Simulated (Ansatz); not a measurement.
Input for Ansatz (a first-principles code): R-wB97X-V/def2-TZVPP on GaH4P (SMILES [PH2][GaH2]), a point of a torsion scan.

Ansatz 0.2 input:
```yaml
crystal:
  periodic: [false, false, false]
  atoms:
    - {symbol: P, position_ang: [-1.45880700, -0.25330330, -0.65473923]}
    - {symbol: Ga, position_ang: [0.86788550, -0.13961259, -0.64994534]}
    - {symbol: H, position_ang: [-1.52607234, 1.00497055, -0.03718429]}
    - {symbol: H, position_ang: [-1.42956371, -0.90911486, 0.58492408]}
    - {symbol: H, position_ang: [1.74569890, 0.98009929, -1.37040980]}
    - {symbol: H, position_ang: [1.85073298, -1.18604445, 0.04932405]}
basis:
  gaussian:
    orbitals: def2-TZVPP
hamiltonian:
  xc: {name: wB97X-V}
scf: {lower_state_search: off}
```

Task: Predict the final total energy.

Result: -2268.3725 hartree.
